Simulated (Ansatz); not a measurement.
Geometry optimisation, UKS PBE/def2-SVP in Ansatz 0.2.0.

The input (input.yaml):

```yaml
crystal:
  periodic: [false, false, false]
  atoms:
    - { symbol: Hf, position_ang: [0.0, 0.0, 0.0] }
    - { symbol: F, position_ang: [0.0, 0.0, 2.23] }
    - { symbol: Cl, position_ang: [2.3764, 0.0, -0.8392] }
    - { symbol: Cl, position_ang: [-1.1869, 2.0563, -0.8392] }
    - { symbol: Cl, position_ang: [-1.1869, -2.0563, -0.8392] }
    - { symbol: Si, position_ang: [0.0, 0.0, 4.12] }
    - { symbol: H, position_ang: [-0.7436, -1.1581, 4.6074] }
    - { symbol: H, position_ang: [1.3747, -0.0649, 4.6074] }
    - { symbol: H, position_ang: [-0.6311, 1.223, 4.6074] }
magnetization:
  spin_polarized: true
  initial_magnetization: 1
basis:
  gaussian: { orbitals: def2-SVP }
hamiltonian:
  xc: pbe
relax:
  f_tol: 0.15
  max_steps: 25
  restrain:
    - { distance: [1, 5], at: 2.79, k: 30.0 }
    - { distance: [0, 1], at: 1.98, k: 30.0 }
output:
  orbitals: {}
```

Launched with:

```bash
$ ansatz run input.yaml --threads 4 --pin off --max-ram 5120MiB --backend cpu --events-out ev --progress --plain --runs-dir out
```

Question: Where does it end, and by what steps?

Answer: The forces met the threshold. The restraints hold the end off the free minimum; the threshold counts their pulls, which the force column leaves out. Restrained pairs: F2–Si6 (1.89 → 2.79 Å), Hf1–F2 (2.23 → 1.95 Å). After 10 steps the energy has fallen by 1.631 eV (the restraints' own energy left out); H9 moved furthest, 0.96 Å.

```json
{"step": "0", "energy less start (eV)": "0.0000", "largest force component (eV/Å)": "2.038", "accepted": "yes"}
{"step": "1", "energy less start (eV)": "-0.5386", "largest force component (eV/Å)": "2.007", "accepted": "yes"}
{"step": "2", "energy less start (eV)": "-1.1195", "largest force component (eV/Å)": "1.391", "accepted": "yes"}
{"step": "3", "energy less start (eV)": "-1.3168", "largest force component (eV/Å)": "1.226", "accepted": "yes"}
{"step": "4", "energy less start (eV)": "-1.4129", "largest force component (eV/Å)": "1.219", "accepted": "yes"}
{"step": "5", "energy less start (eV)": "-1.5466", "largest force component (eV/Å)": "1.149", "accepted": "yes"}
{"step": "6", "energy less start (eV)": "-1.5845", "largest force component (eV/Å)": "0.890", "accepted": "yes"}
{"step": "7", "energy less start (eV)": "-1.6089", "largest force component (eV/Å)": "1.029", "accepted": "yes"}
{"step": "8", "energy less start (eV)": "-1.6129", "largest force component (eV/Å)": "1.285", "accepted": "no"}
{"step": "9", "energy less start (eV)": "-1.6185", "largest force component (eV/Å)": "1.090", "accepted": "yes"}
{"step": "10", "energy less start (eV)": "-1.6309", "largest force component (eV/Å)": "1.067", "accepted": "yes"}
```

```xyz
9
Properties=species:S:1:pos:R:3
Hf 0.088 -0.162 -0.160
F 0.249 -0.459 1.762
Cl 2.226 -0.037 -1.105
Cl -1.057 1.845 -0.530
Cl -1.100 -1.937 -1.119
Si -0.190 0.355 4.399
H -0.884 -0.984 4.418
H 1.308 0.182 4.421
H -0.639 1.196 5.569
```

The run took 110 s on 4 threads of Arm Neoverse V2, on a shared host, peak memory 0.39 GiB.
